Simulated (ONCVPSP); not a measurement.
Reading a pseudo-wave (Zn)

Columns: radius, all-electron u(r) and pseudo u(r) of the 3s shell (level -128.62 eV) of zinc in the configuration [Ne] 3s2 3p6 3d10 4s2; LDA (Perdew-Zunger), scalar-relativistic, ONCV scheme, ONCVPSP 4.0.1.

```tsv
r (bohr)	all-electron	pseudo
0.055	0.1451	0.1516
0.110	-0.5403	0.3037
0.165	-0.7176	0.4561
0.220	-0.4610	0.6075
0.275	-0.0182	0.7546
0.330	0.4368	0.8925
0.385	0.8158	1.0152
0.440	1.0889	1.1168
0.495	1.2572	1.1915
0.550	1.3371	1.2358
0.605	1.3493	1.2486
0.660	1.3128	1.2309
0.715	1.2440	1.1864
0.770	1.1559	1.1203
0.825	1.0578	1.0387
0.880	0.9567	0.9481
0.935	0.8570	0.8540
0.990	0.7619	0.7611
1.045	0.6731	0.6729
1.100	0.5915	0.5914
1.155	0.5176	0.5175
1.210	0.4512	0.4511
1.265	0.3922	0.3921
1.320	0.3399	0.3398
1.375	0.2939	0.2938
1.430	0.2536	0.2535
```

Q: How many radial nodes do the two functions have?

A: The all-electron 3s function has n − l − 1 = 2; the pseudo-wave has 0, since the states of the same l below it are removed with the core.

Q: At about which radius was the pseudo-wave matched?

A: 1.10 bohr. The columns agree to 0.0005 from 1.04 bohr on; several derivatives are matched, so the curves merge somewhat inside the radius.

Q: Is the pseudo-wave norm-conserving?

A: Yes: the ONCV scheme keeps the norm inside the radius equal to the all-electron one, which fixes the energy derivative of the logarithmic derivative at the level.
